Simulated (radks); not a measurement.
Spin polarisation of the 5d5 shell in the osmium ion Os3+. Start: [Xe] 4f14 5d(up 2.5, down 2.5); electrons of 5d are moved from spin down to spin up, other shells keep equal spins. Method: scalar-relativistic Kohn-Sham, PBEsol, spin-polarised, spherical densities, point nucleus; computed with a radial shooting solver on a logarithmic mesh with Libxc functionals.

moment (Bohr magnetons),E - E(0) (eV),e(5d up) (eV),e(5d down) (eV),5p down minus up (eV),4f down minus up (eV)
0,0.000,-35.016,-35.016,0.000,0.000
1,-0.190,-35.377,-34.616,0.630,0.115
2,-0.762,-35.701,-34.170,1.265,0.231
3,-1.722,-35.991,-33.676,1.909,0.346
4,-3.079,-36.248,-33.131,2.569,0.463
5,-4.844,-36.472,-32.511,3.246,0.581

At moment 5 the spin-polarisation energy is -4.844 eV and the 5d exchange splitting 3.961 eV, that is 0.792 eV per Bohr magneton; E = -I m^2/4 would give I = 0.775 eV.
